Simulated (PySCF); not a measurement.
Vertical excitations of a molecule C₄H₅FSi from TDA-ωB97X/def2-SVPD run with PySCF 2.14.0, as energy in eV (oscillator strength): 5.71 (0.000), 5.75 (0.428), 6.02 (0.000), 7.22 (0.436), 7.32 (0.000), 7.46 (0.003), 8.06 (0.003), 8.19 (0.003), 8.26 (0.000), 8.44 (0.037). Lowest triplet (TDA): 3.39 eV. The structure is a stationary point at PBE0-D3(BJ)/def2-SVP. The values are those of a single conformer.

Problem. Which molecule gave these data?
(A) C#C[SiH2]/C=C/F
(B) C#C/C=C(/F)[SiH3]
(C) C#C/C(F)=C/[SiH3]
(D) C#C/C=C\[SiH2]F

Solution. C, C#C/C(F)=C/[SiH3]
